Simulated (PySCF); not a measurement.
# Ionising GePb

UHF-CCSD(T); Ge def2-SVP, Pb def2-SVP with ECP60; scalar-relativistic core potentials (PySCF 2.14). Neutral (UHF): triplet (π ↑↑), Re = 2.680 Å, ωe = 203 cm⁻¹, De = 1.99 eV.

GePb⁺ (UHF): quartet (σ ↑, π ↑↑), Re = 2.708 Å, ωe = 181 cm⁻¹. The energies at the minima are -2267.21370 hartree for GePb and -2266.96562 for GePb⁺.

Q: Work out the adiabatic ionisation energy, without and with harmonic zero-point energies (1 hartree = 27.2114 eV, 1 eV = 8065.5 cm⁻¹), and the change of the bond length.

A: At UHF-CCSD(T): 0.24808 hartree = 6.751 eV between the minima; the zero-point term (181.0 − 203.0)/2 cm⁻¹ = -0.001 eV makes it 6.749 eV. Re changes by +2.8 pm against the neutral. The electron leaves a σ orbital, and the longer bond of the ion fits a bonding orbital, or a change in how ionic the bond is.

Correlated steps freeze 13 core orbitals. Correlated levels converge slowly with the basis: in double zeta they bind strong bonds too weakly, by up to about 1 eV, and carry superposition errors of some tenths. These are scalar-relativistic numbers at best; spin–orbit coupling would shift them, the dissociation energy most. States were picked by a PBE0 search and need not be the measured ground states.
